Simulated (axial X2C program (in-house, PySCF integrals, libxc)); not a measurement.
# Nuclear properties of CoGe

Calculated with an axial X2C code built on PySCF integrals: two-component X2C with atomic mean-field Coulomb and Gaunt terms, Gaussian nuclei, basis Ge dyall-cv3z, Co dyall-cv3z with contracted cores.

R = 2.220 Å (near the PBE0 minimum at charge 0 of the determinant lowest at the starting distance; the state shown can have its own minimum elsewhere).

Input and command:
```json
{"zs": [32, 27], "q": 0, "bas": ["dyall-cv3z", "dyall-cv3z"], "r0": 2.32, "levels": ["PBE0", "HF", "TPSSh", "PBE50", "B3LYP"], "nst": 3}
```
```bash
python soeom.py task.json out
```

Keys: zs atomic numbers; q charge; bas basis sets; r0 starting distance in Å; levels methods; nst determinants followed.

Determinant lowest in the PBE0 search, Ω = 5/2 (⟨Sz⟩ = 0.50, ⟨Lz⟩ = 2.00 at PBE0), spin on the atoms Ge -0.75, Co 1.25:

```csv
level,Eeff magnitude (GV/cm),Ws magnitude Ge (kHz),Ws magnitude Co (kHz),A∥/gI Ge (MHz),qzz Ge (a.u.),A∥/gI Co (MHz),qzz Co (a.u.),μ (D)
PBE0,0.4,0.0303,0.065,92.1,-1.90,628,-0.37,1.55
HF,3.48,0.332,0.27,138,-0.01,706,-0.77,1.74
TPSSh,0.262,0.0163,0.0529,85.8,-2.41,588,-0.52,1.36
PBE50,1.26,0.108,0.131,122,-0.71,693,-0.21,2.19
B3LYP,0.0985,0.0106,0.0327,63.3,-2.25,569,-0.40,1.13
```

Eeff is the effective electric field on the electron electric dipole moment in this Ω state and Ws the scalar–pseudoscalar constant of the nucleus named (defined with the proton number Z and per Ω); A∥ (defined per Ω) follows by multiplying with gI = μI/(I μN); qzz is the electric field gradient, eQq0 = 234.96 MHz × Q/barn × qzz; μ is positive if the Co end (last atom) is positive. The operators were transformed with the bare-nucleus X2C matrices; with these basis sets, hyperfine constants and field gradients can be off by tens of per cent, and where levels differ in sign neither size nor sign is settled.

Q: With gI(59Co) = 1.3220 (g factors from the IAEA table of nuclear moments by Stone), turn the PBE0 values of the first state into constants in MHz.

A: A∥(59Co) = 628 × 1.3220 = 830 MHz.

Each state is one determinant with collinear spin. Unrestricted Hartree–Fock can overshoot spin polarisation at the nuclei. Where Eeff spreads by more than a factor of two the levels disagree and none is to be relied on. In the state Ω = 5/2 the atomic spins oppose each other (-0.75, 1.25): a broken-symmetry determinant whose values are not spin-projected. States lie within half an eV, so the first need not be the ground state. Further determinants of the search, some of them spin-mixed, are not shown. Where a field gradient or hyperfine factor spreads by more than a factor of two over the levels, a constant derived from it is not to be relied on.
